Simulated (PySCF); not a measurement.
cyclopentanone (C5H8O), singlet, geometry from GFN2-xTB. Base run: B3LYP/3-21G run with PySCF.

Geometry (Å):
```xyz
14

O      0.8754     1.8988    -0.3573
C      0.3796     0.8234    -0.1549
C      1.1282    -0.4806     0.0288
C      0.0603    -1.5679    -0.0475
C     -1.1916    -0.8860     0.5092
C     -1.1030     0.5353    -0.0391
H      1.9258    -0.5850    -0.7054
H      1.5913    -0.4529     1.0183
H      0.3303    -2.4609     0.5138
H     -0.1050    -1.8541    -1.0876
H     -1.1495    -0.8669     1.5996
H     -2.1074    -1.3939     0.2115
H     -1.5254     0.5958    -1.0452
H     -1.6040     1.2830     0.5740
```
Charge 0, spin multiplicity 1.
All else is at PySCF's defaults.
Base energy -269.09048 Eh.

Variants of this job, named by their change:

```tsv
change	ΔE vs base (µEh)	grid points	electrons on the grid
base	0.0	163136	45.99998
grids.atom_grid = (99, 590)	-3.1	453544	46.00000
grids.level = 2	-0.2	110224	45.99997
grids.level = 4	-3.1	296968	46.00000
grids.prune = dft.gen_grid.sg1_prune	11.0	72504	45.99987
grids.level = 7	-2.7	920544	46.00000
grids.atom_grid = (30, 110)	-10.2	34464	45.99982
grids.atom_grid = (150, 974)	-2.7	1133400	46.00000
small_rho_cutoff = 0	0.0	163136	45.99998
grids.level = 1	-11.7	50856	45.99998
grids.prune = off	0.0	256704	45.99998
```
